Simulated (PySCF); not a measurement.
C3H5BF2O, SMILES CB(O)/C(F)=C\F.

Geometry: PBE0-D3(BJ)/def2-SVP. The structure was generated by enumeration; whether it is a known compound was not checked. Other conformers were not sampled.

These are PySCF with PBE/def2-TZVP values and carry that method's errors.

Symmetry labels are those of the subgroup Cs that the program uses (full group Cs).

Computed valence orbital energies around the gap with their symmetry:
```tsv
orbital	symmetry	energy (eV)
HOMO−7	A'	-10.59
HOMO−6	A"	-9.91
HOMO−5	A'	-9.72
HOMO−4	A'	-9.51
HOMO−3	A"	-8.66
HOMO−2	A'	-8.28
HOMO−1	A'	-7.44
HOMO	A"	-6.06
LUMO	A"	-1.92
LUMO+1	A'	-0.15
LUMO+2	A'	0.51
LUMO+3	A'	1.09
```
